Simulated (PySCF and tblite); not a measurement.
The numbers below are computed, except where a source is named.
C₅H₄Br₂ClF, numbered as in [F:1]/[C:2](=[CH:3]\[CH:4]=[C:5]([Br:6])[Br:7])[CH2:8][Cl:9].

Level: PBE0-D3(BJ)/def2-SVP//GFN2-xTB, thermal terms from GFN2-xTB, symmetry numbers and mirror pairs counted. Conformers within 3 kcal/mol (GFN2-xTB free energy) were kept, 10 at most. Programs: PySCF with density fitting and tblite.

Torsions listed: C2–C3–C4–C5, F1–C2–C8–Cl9. Of a mirror pair one member is shown.

```
conformer       shape   symmetry
        1  180°, 180°         Cs
        2   179°, 93°  C1 (pair)
```

Q: Which of these conformers is the most populated at 298.15 K, and with what share?

A: Conformer 1, about 85 %.

Q: Give the DFT energies and free energies relative to the lowest, and all weights.

A: 
```json
{"conformer": "1", "shape": "180°, 180°", "E(DFT) kcal/mol": "0.00", "G(298.15 K) kcal/mol": "0.00", "weight %": "84.6"}
{"conformer": "2", "shape": "179°, 93°", "E(DFT) kcal/mol": "1.16", "G(298.15 K) kcal/mol": "1.01", "weight %": "15.4"}
```

Q: How does its share change from 220 K to 380 K?

A: From 93 % to 77 %; the mixing entropy goes from 0.63 to 1.39 cal/(mol K).

The minima are those of GFN2-xTB; planar forms about aryl–S or allylic bonds may be saddles in DFT.
